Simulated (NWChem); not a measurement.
System: SnNH3S, singlet; SMILES [NH2][Sn][SH]

Excerpt of the output:

```
             Northwest Computational Chemistry Package (NWChem) 7.3.0
             --------------------------------------------------------

 CS  symmetry detected

                             Geometry "geometry" -> ""
                             -------------------------

 Output coordinates in angstroms (scale by  1.889725989 to convert to a.u.)

  No.       Tag          Charge          X              Y              Z
 ---- ---------------- ---------- -------------- -------------- --------------
    1 Sn                  50.0000    -0.34869435    -0.48680686     0.00000000
    2 N                    7.0000     1.63956833    -0.99101067     0.00000000
    3 H                    1.0000     1.97058470    -1.95962465     0.00000000
    4 H                    1.0000     2.42347339    -0.33129223     0.00000000
    5 S                   16.0000     0.16958220     1.95454921     0.00000000
    6 H                    1.0000    -1.14963409     2.29554731     0.00000000

 Effective nuclear repulsion energy (a.u.)     325.6636090545

      Symmetry information
      --------------------

 Group name             Cs
 Group number              2
 Group order               2
 No. of unique centers     6

 Summary of "cd basis" -> "" (spherical)
 ------------------------------------------------------------------------------
       Tag                 Description            Shells   Functions and Types
 ---------------- ------------------------------  ------  ---------------------
 *                  Weigend Coulomb Fitting           on all atoms

  pbe96 is a nonlocal functional; adding pw91lda local functional.

                                 NWChem DFT Module
                                 -----------------

 Summary of "ao basis" -> "ao basis" (spherical)
 ------------------------------------------------------------------------------
       Tag                 Description            Shells   Functions and Types
 ---------------- ------------------------------  ------  ---------------------
 Sn                         def2-svp                10       26   4s4p2d
 N                          def2-svp                 6       14   3s2p1d
 H                          def2-svp                 3        5   2s1p
 S                          def2-svp                 8       18   4s3p1d

 Summary of "cd basis" -> "cd basis" (spherical)
 ------------------------------------------------------------------------------
       Tag                 Description            Shells   Functions and Types
 ---------------- ------------------------------  ------  ---------------------
 Sn                 Weigend Coulomb Fitting         18       58   8s4p3d2f1g
 N                  Weigend Coulomb Fitting         15       49   6s4p3d1f1g
 H                  Weigend Coulomb Fitting          5       11   3s1p1d
 S                  Weigend Coulomb Fitting         17       51   8s4p3d1f1g

      Symmetry analysis of basis
      --------------------------

        a'         53
        a"         20

            General Information
            -------------------
          SCF calculation type: DFT
          Wavefunction type:  closed shell.
          No. of atoms     :     6
          No. of electrons :    48
           Alpha electrons :    24
            Beta electrons :    24
          Charge           :     0
          Spin multiplicity:     1
          Use of symmetry is: on ; symmetry adaption is: on
          Maximum number of iterations: 150
          AO basis - number of functions:    73
                     number of shells:    33
          A Charge density fitting basis will be used.
          CD basis - number of functions:   191
                     number of shells:    65
          Convergence on energy requested:  1.00D-06
          Convergence on density requested:  1.00D-05
          Convergence on gradient requested:  5.00D-04

              XC Information
              --------------
          PerdewBurkeErnzerhof Exchange Functional  1.000
            Perdew 1991 LDA Correlation Functional  1.000 local
           PerdewBurkeErnz. Correlation Functional  1.000 non-local

             Grid Information
             ----------------
          Grid used for XC integration:  medium
          Radial quadrature: Mura-Knowles
          Angular quadrature: Lebedev.
          Tag              B.-S. Rad. Rad. Pts. Rad. Cut. Ang. Pts.
          ---              ---------- --------- --------- ---------
          Sn                  1.45      123           9.0       590
          N                   0.65       49          11.0       434
          H                   0.35       45          13.0       434
          S                   1.00       88          11.0       590
          Grid pruning is: on
          Number of quadrature shells:   395
          Spatial weights used:  Erf1

      Superposition of Atomic Density Guess
      -------------------------------------

 Sum of atomic energies:        -702.18508007

      Non-variational initial energy
      ------------------------------

 Total energy =    -666.943994
 1-e energy   =   -1327.897624
 2-e energy   =     496.691673
 HOMO         =      -0.263677
 LUMO         =      -0.034277

      Symmetry analysis of molecular orbitals - initial
      -------------------------------------------------

  Numbering of irreducible representations:

     1 a'          2 a"

  Orbital symmetries:

     1 a'          2 a'          3 a'          4 a'          5 a'
     6 a"          7 a'          8 a'          9 a'         10 a"
    11 a'         12 a'         13 a'         14 a"         15 a"
    16 a'         17 a'         18 a'         19 a'         20 a'
    21 a'         22 a"         23 a"         24 a'         25 a"
    26 a'         27 a'         28 a'         29 a'         30 a'
    31 a'         32 a'         33 a"         34 a'

      3 Center 2 Electron Integral Information
      ----------------------------------------
          Maximum number of 3-center 2e- integrals is:         1017839.
            This is reduced with Schwarz screening to:          665826.
            Incore requires a per proc buffer size of:          593629.
          Minimum dble words available (all nodes) is:       144131612
                   This is reduced (for later use) to:       143793814
                      proc 0 Suggested buffer size is:          593629
                         Max Suggested buffer size is:          593629
                              no. integral batches is:            1000

           0.594 MW buffer allocated for incore 3-center
          2e- integral storage on stack.

   convergence    iter        energy       DeltaE   RMS-Dens  Diis-err
 ---------------- ----- ----------------- --------- --------- ---------
 d= 0,ls=0.0,diis     1   -668.6045170972 -8.33D+02  3.03D-02  5.43D-01
 d= 0,ls=0.0,diis     2   -667.7423481120  8.62D-01  2.46D-02  5.32D+00
 d= 0,ls=0.0,diis     3   -668.6461600214 -9.04D-01  9.68D-03  2.26D-01
 d= 0,ls=0.0,diis     4   -668.6686895727 -2.25D-02  4.96D-03  9.02D-02
 d= 0,ls=0.0,diis     5   -668.6865424745 -1.79D-02  6.82D-04  1.58D-03
  Resetting Diis
 d= 0,ls=0.0,diis     6   -668.6867433544 -2.01D-04  2.44D-04  2.00D-04
 d= 0,ls=0.0,diis     7   -668.6867795670 -3.62D-05  1.54D-04  1.16D-05
 d= 0,ls=0.0,diis     8   -668.6867716384  7.93D-06  1.04D-04  5.23D-05
 d= 0,ls=0.0,diis     9   -668.6867819615 -1.03D-05  1.74D-05  1.42D-06
 d= 0,ls=0.0,diis    10   -668.6867821481 -1.87D-07  6.64D-06  3.63D-07

         Total DFT energy =     -668.686782148144
      One electron energy =    -1330.668305880894
           Coulomb energy =      549.216361545585
    Exchange-Corr. energy =      -51.496795046832
 Nuclear repulsion energy =      164.261957233998

 Numeric. integr. density =       48.000004140328

                  Occupations of the irreducible representations
                  ----------------------------------------------

                     irrep           alpha         beta
                     --------     --------     --------
                     a'               18.0         18.0
                     a"                6.0          6.0

                       DFT Final Molecular Orbital Analysis
                       ------------------------------------

 Vector   22  Occ=2.000000D+00  E=-2.295037D-01  Symmetry=a"
              MO Center=  7.4D-01,  1.3D-01, -4.7D-15, r^2= 3.8D+00
   Bfn.  Coefficient  Atom+Function         Bfn.  Coefficient  Atom+Function
  ----- ------------  ---------------      ----- ------------  ---------------
    32      0.381844  2 N  pz                63     -0.358891  5 S  pz
    35     -0.312685  2 N  pz                60     -0.254688  5 S  pz
    13     -0.232167  1 Sn pz                16     -0.210718  1 Sn pz
    57     -0.147515  5 S  pz                10      0.079582  1 Sn pz
     7      0.074314  1 Sn pz                20     -0.052626  1 Sn d  1

 Vector   23  Occ=2.000000D+00  E=-2.148904D-01  Symmetry=a'
              MO Center= -2.3D-01,  3.4D-01,  3.0D-15, r^2= 4.4D+00
   Bfn.  Coefficient  Atom+Function         Bfn.  Coefficient  Atom+Function
  ----- ------------  ---------------      ----- ------------  ---------------
    62      0.404562  5 S  py                 3      0.398623  1 Sn s
     4      0.290213  1 Sn s                 59      0.291092  5 S  py
    12     -0.240572  1 Sn py                11     -0.221531  1 Sn px
    56      0.166578  5 S  py                61      0.161487  5 S  px
     2     -0.159788  1 Sn s                 29     -0.152792  2 N  s

 Vector   24  Occ=2.000000D+00  E=-2.004860D-01  Symmetry=a"
              MO Center=  7.6D-01,  6.9D-01,  1.3D-14, r^2= 3.8D+00
   Bfn.  Coefficient  Atom+Function         Bfn.  Coefficient  Atom+Function
  ----- ------------  ---------------      ----- ------------  ---------------
    63      0.512505  5 S  pz                32      0.387288  2 N  pz
    60      0.344785  5 S  pz                35     -0.334871  2 N  pz
    57      0.199124  5 S  pz                18     -0.051938  1 Sn d -1
    23      0.042740  1 Sn d -1              20     -0.040747  1 Sn d  1
    25      0.026123  1 Sn d  1

 Vector   25  Occ=0.000000D+00  E=-8.678479D-02  Symmetry=a"
              MO Center= -1.5D-01, -3.7D-01,  2.0D-13, r^2= 3.9D+00
   Bfn.  Coefficient  Atom+Function         Bfn.  Coefficient  Atom+Function
  ----- ------------  ---------------      ----- ------------  ---------------
    16      0.554987  1 Sn pz                13      0.538434  1 Sn pz
    63     -0.273314  5 S  pz                35     -0.266071  2 N  pz
    32      0.257270  2 N  pz                10     -0.164653  1 Sn pz
    60     -0.154206  5 S  pz                 7     -0.152768  1 Sn pz
    57     -0.087668  5 S  pz                20     -0.042037  1 Sn d  1

 Vector   26  Occ=0.000000D+00  E=-3.326526D-02  Symmetry=a'
              MO Center= -2.3D-01, -4.4D-01,  2.9D-14, r^2= 5.2D+00
   Bfn.  Coefficient  Atom+Function         Bfn.  Coefficient  Atom+Function
  ----- ------------  ---------------      ----- ------------  ---------------
    15      0.786744  1 Sn py                29      0.507656  2 N  s
    62      0.432938  5 S  py                12      0.409092  1 Sn py
    14     -0.303913  1 Sn px                54     -0.283879  5 S  s
    47     -0.262401  4 H  s                 59      0.178665  5 S  py
     3      0.145214  1 Sn s                 11     -0.139483  1 Sn px

 Vector   27  Occ=0.000000D+00  E= 2.567276D-03  Symmetry=a'
              MO Center=  2.8D-01, -7.7D-02,  5.3D-14, r^2= 6.4D+00
   Bfn.  Coefficient  Atom+Function         Bfn.  Coefficient  Atom+Function
  ----- ------------  ---------------      ----- ------------  ---------------
    29      0.902189  2 N  s                 14     -0.682269  1 Sn px
    54      0.574071  5 S  s                 70     -0.513777  6 H  s
    42     -0.437188  3 H  s                 15     -0.344158  1 Sn py
     4     -0.321082  1 Sn s                 61     -0.297277  5 S  px
    47     -0.290431  4 H  s                 62     -0.270128  5 S  py

     Multipole analysis of the density
     ---------------------------------

     L   x y z        total         alpha         beta         nuclear
     -   - - -        -----         -----         ----         -------
     0   0 0 0      0.000000    -24.000000    -24.000000     48.000000

     1   1 0 0     -0.047054     -9.248642     -9.248642     18.450230
     1   0 1 0     -0.730799    -13.244442    -13.244442     25.758084
     1   0 0 1     -0.000000     -0.000000     -0.000000      0.000000

     2   2 0 0    -29.719614    -73.836714    -73.836714    117.953813
     2   1 1 0     -3.197280     15.613165     15.613165    -34.423610
     2   1 0 1      0.000000      0.000000      0.000000      0.000000
     2   0 2 0    -33.460161   -163.914921   -163.914921    294.369681
     2   0 1 1      0.000000      0.000000      0.000000      0.000000
     2   0 0 2    -33.662412    -16.831206    -16.831206      0.000000

            General Information
            -------------------
          SCF calculation type: DFT
          Wavefunction type:  closed shell.
          No. of atoms     :     6
          No. of electrons :    48
           Alpha electrons :    24
            Beta electrons :    24
          Charge           :     0
          Spin multiplicity:     1
          Use of symmetry is: on ; symmetry adaption is: on
          Maximum number of iterations: 150
          AO basis - number of functions:    73
                     number of shells:    33
          A Charge density fitting basis will be used.
          CD basis - number of functions:   191
                     number of shells:    65
          Convergence on energy requested:  1.00D-06
          Convergence on density requested:  1.00D-05
          Convergence on gradient requested:  5.00D-04

              XC Information
              --------------
          PerdewBurkeErnzerhof Exchange Functional  1.000
            Perdew 1991 LDA Correlation Functional  1.000 local
           PerdewBurkeErnz. Correlation Functional  1.000 non-local

             Grid Information
             ----------------
          Grid used for XC integration:  medium
          Radial quadrature: Mura-Knowles
          Angular quadrature: Lebedev.
          Tag              B.-S. Rad. Rad. Pts. Rad. Cut. Ang. Pts.
          ---              ---------- --------- --------- ---------
          Sn                  1.45      123           9.0       590
          N                   0.65       49          11.0       434
          H                   0.35       45          13.0       434
          S                   1.00       88          11.0       590
          Grid pruning is: on
          Number of quadrature shells:   395
          Spatial weights used:  Erf1

          Convergence Information
          -----------------------
          Convergence aids based upon iterative change in
          total energy or number of iterations.
          Levelshifting, if invoked, occurs when the
          HOMO/LUMO gap drops below (HL_TOL):  1.00D-02
          DIIS, if invoked, will attempt to extrapolate
          using up to (NFOCK): 10 stored Fock matrices.

[...]

                         DFT ENERGY GRADIENTS

    atom               coordinates                        gradient
                 x          y          z           x          y          z
   1 Sn     -0.658937  -0.919932   0.000000    0.000008   0.000056   0.000000
   2 N       3.098335  -1.872739   0.000000   -0.000085   0.000149   0.000000
   3 H       3.723865  -3.703154   0.000000   -0.000029   0.000058   0.000000
   4 H       4.579701  -0.626052   0.000000   -0.000102   0.000086   0.000000
   5 S       0.320464   3.693562   0.000000    0.000265  -0.000274   0.000000
   6 H      -2.172493   4.337955   0.000000   -0.000058  -0.000075   0.000000
```

Level: PBE/def2-SVP with def2 effective core potentials on Sn, Coulomb fitting. Low-valent species are run as closed-shell singlets; no triplet was tried in these runs. Coordinates come from a PBE-D3(BJ)/def2-SVP optimisation. def2 effective core potentials on Sn; no spin-orbit coupling.

### Question
Write an input that gives this output.

### Answer
One answer among several that fit: the input that was run:
```
start job
memory heap 200 mb stack 900 mb global 1100 mb
geometry units angstroms noautoz
  Sn    -0.367912    -0.469494     0.000000
  N      1.599342    -1.050288     0.000000
  H      1.892614    -2.030990     0.000000
  H      2.408198    -0.421410     0.000000
  S      0.244484     1.949969     0.000000
  H     -1.060543     2.341780     0.000000
end
basis spherical
  * library def2-svp
end
ecp
  Sn library def2-ecp
end
basis "cd basis" spherical
  * library "Weigend Coulomb Fitting"
end
dft
  xc xpbe96 cpbe96
  iterations 150
end
task dft gradient
```
